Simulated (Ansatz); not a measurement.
The cluster Nb2O. Total charge 0; quintet. Geometry r2SCAN-D4/def2-TZVP.

```xyz
3

Nb   -0.319    1.289   -0.442
Nb    1.049   -0.586    0.252
O    -0.730   -0.702    0.189
```

In the def2 sets Nb takes a core potential; there is no spin–orbit coupling. At HF/def2-TZVP, PBE0-D4/def2-TZVP, r2SCAN0-D4/def2-TZVP, ωB97X-V/def2-TZVP the charge 0 quintet is spin-contaminated (final ⟨S²⟩ up to 7.38, 6.00 for a pure state). At PBE0-D4/def2-TZVP a broken-symmetry singlet of charge 0 lies 1.14 eV below the quintet, each at its own geometry. The structure comes from a short search, and lower isomers may exist.

Q: Estimate the α-spin orbital energies around the gap (eV) in Ansatz with HF/def2-TZVP, PBE-D4/def2-TZVP, PBE0-D4/def2-TZVP, r2SCAN0-D4/def2-TZVP, ωB97X-V/def2-TZVP.

A: 
```
orbital  HF/def2-TZVP  PBE-D4/def2-TZVP  PBE0-D4/def2-TZVP  r2SCAN0-D4/def2-TZVP  ωB97X-V/def2-TZVP
HOMO−13        -47.17            -35.87             -38.65                -39.48             -41.26
HOMO−12        -46.57            -35.80             -38.63                -39.45             -41.20
HOMO−11        -46.01            -35.50             -38.35                -39.09             -40.97
HOMO−10        -45.08            -34.94             -37.58                -38.30             -40.24
 HOMO−9        -32.23            -22.38             -24.96                -25.70             -27.48
 HOMO−8        -13.77             -9.23             -10.42                -10.53             -12.68
 HOMO−7        -13.47             -8.81             -10.08                -10.22             -12.36
 HOMO−6        -13.46             -8.69              -9.93                -10.09             -12.29
 HOMO−5         -9.81             -5.28              -6.08                 -6.27              -8.03
 HOMO−4         -8.45             -4.77              -5.58                 -5.85              -7.46
 HOMO−3         -8.28             -4.63              -5.36                 -5.46              -7.24
 HOMO−2         -7.90             -4.31              -5.19                 -5.38              -7.01
 HOMO−1         -7.69             -3.50              -4.67                 -4.84              -6.79
   HOMO         -7.02             -3.43              -4.18                 -4.39              -5.95
   LUMO          0.19             -2.77              -1.70                 -1.58               0.01
 LUMO+1          0.61             -2.43              -1.67                 -1.56               0.28
 LUMO+2          1.30             -2.30              -1.36                 -1.16               0.59
 LUMO+3          1.36             -2.23              -1.35                 -1.13               0.66
 LUMO+4          1.78             -2.00              -1.08                 -0.84               0.80
 LUMO+5          1.90             -1.45              -0.67                 -0.46               1.08
 β HOMO         -6.68             -4.06              -5.01                 -5.36              -7.06
 β LUMO          0.38             -3.42              -2.34                 -2.03              -0.45
```
